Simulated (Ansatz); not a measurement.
Basis-set extrapolation for C₂H₄ClNOSi (`N[Si]1(Cl)C=C1O`) (PBE0-D4/def2-TZVP geometry, frozen core, the Gaussian-basis code of Ansatz). Multiplicity 1, RHF reference.

```
                      def2-TZVPP   def2-QZVPP
                 HF  -955.948327  -955.979717
    MP2 correlation    -1.056748    -1.140591
CCSD(T) correlation    -1.140606      not run
```

Energies in hartree. Use E(X) = E(∞) + A·exp(−7.88·√X) for Hartree–Fock and E(X) = E(∞) + B·X^(−2.97) for correlation, with X = 3 and 4, and add CCSD(T) minus MP2 of the smaller set to the MP2 limit.

Q: What is the CCSD(T) energy at the basis-set limit?

A: HF limit: -955.979717 + (-0.031390) × 0.13774 = -955.98404. MP2 limit: -1.140591 + (-0.083843) × 0.74074 = -1.20270. Higher-order term: -1.140606 − (-1.056748) = -0.08386. Total: -957.27060 hartree, 477.0 kJ/mol below CCSD(T)/def2-TZVPP.
